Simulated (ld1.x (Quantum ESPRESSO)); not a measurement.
# Ranking RRKJ potentials for Ni (Z = 28)

All share these settings but for the change named:

```
Element                 : nickel (Ni)
Generator               : ld1.x (Quantum ESPRESSO) 7.5
Type                    : norm-conserving RRKJ (Kleinman–Bylander form)
Functional              : PBEsol
Relativity              : scalar-relativistic
Frozen core             : [Ne]
Valence charge          : 18
Reference configuration : 3s2 3p6 3d8 4s2 4p0
Partial waves           : 3s (bound): rc 1.15 bohr; 3d (bound): rc 1.40 bohr; 3p (bound): rc 1.15 bohr
Local potential         : the p channel
Core correction         : none
rho0                    : 0.005
```

Occupied shells without a wave of their own: 4s. They enter only through the test configuration that unscreens the potential.

Cutoff: the first of the cutoffs (Ry, on a coarse ladder) from which the occupation-weighted sum of valence levels, in a spherical-Bessel basis at the reference potential, stays within 10 and 1 mRy of its value at 400 Ry; the density cutoff is not measured.

The base gives 140 Ry.

Of 8 variants that were run, those that failed, showed a ghost or another fault, or gave nearly equal values are left out.

A variant can come out equal or close to the base.

**Question.** Rank these variants from softest to hardest (loose cutoff).
A. wave 3p (bound): rc 1.15 bohr becomes 3p (bound): rc 0.80 bohr
B. wave 3p (bound): rc 1.15 bohr becomes 3p (bound): rc 1.54 bohr
C. wave 3s (bound): rc 1.15 bohr becomes 3s (bound): rc 1.08 bohr

**Answer.** B (120 Ry), C (140 Ry), A (160 Ry).
